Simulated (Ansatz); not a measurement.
Reaction (cleavage of the Si–B bond): `B[SiH](C)C` + `BN` → `BN[SiH](C)C` + BH₃

Isolated molecules relaxed with PBE0-D4/def2-TZVP in Ansatz; ΔE leaves out vibrations. CCSD(T)/CBS is the MP2 limit (def2-TZVPP, def2-QZVPP) plus CCSD(T) − MP2 in def2-TZVPP, frozen cores. This one scheme is used for every species. Functionals use def2-TZVPP. B3LYP here is the variant with VWN-RPA as its local correlation; programs differ in this. One conformer a species, not always the lowest.

CCSD(T)/CBS gives -73.0 kJ/mol.

**Question.** Another level gave -73.6 kJ/mol. Which?
A. ωB97M-V/def2-TZVPP
B. ωB97X-V/def2-TZVPP
C. B3LYP/def2-TZVPP
D. PBE0-D4/def2-TZVPP

**Answer.** A. ωB97M-V -73.6, PBE0-D4 -59.4, B3LYP -63.5, ωB97X-V -69.1 kJ/mol.

Largest T1 diagnostic among the species: 0.012.

From PBE to PBE0 (25 % exact exchange), in def2-TZVPP and without D4, ΔE moves by −7.6 kJ/mol. The D4 term adds −6.9 kJ/mol with B3LYP and −3.9 kJ/mol with PBE0; it sums over pairs of atoms, weighted by their polarisabilities, and B3LYP, whose exchange is more repulsive, gets the larger term.
